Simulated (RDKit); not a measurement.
Job for RDKit: MMFF94 on C2H6O (SMILES COC).

```python
from rdkit import Chem
from rdkit.Chem import AllChem, rdDetermineBonds

blocks = [
'''9

C     0.76888425   -0.82014829    0.06759025
O     0.32688298    0.26357765    0.87059720
C    -0.98971672    0.68641325    0.55061986
H     0.79363772   -0.53126713   -0.98804491
H     0.11508773   -1.69111468    0.18687080
H     1.77353189   -1.07596179    0.39740942
H    -1.03925722    1.03908696   -0.48455704
H    -1.23772113    1.50361198    1.22457437
H    -1.70936146   -0.12816601    0.68784843
''',
]
mol = None
for b in blocks:
    f = Chem.MolFromXYZBlock(b)
    rdDetermineBonds.DetermineBonds(f, charge=0)
    mol = f if mol is None else Chem.CombineMols(mol, f)
Chem.SanitizeMol(mol)
print(Chem.MolToSmiles(Chem.RemoveHs(mol)))
ff = AllChem.MMFFGetMoleculeForceField(mol, AllChem.MMFFGetMoleculeProperties(mol), nonBondedThresh=100.0, ignoreInterfragInteractions=False)
e = ff.CalcEnergy()
print(f'MMFF94 energy {e:.6f} kcal/mol')
```

Program output:

```
COC
MMFF94 energy 6.274842 kcal/mol
```

The run finished.

Cost: roughly 0.010 core-seconds.
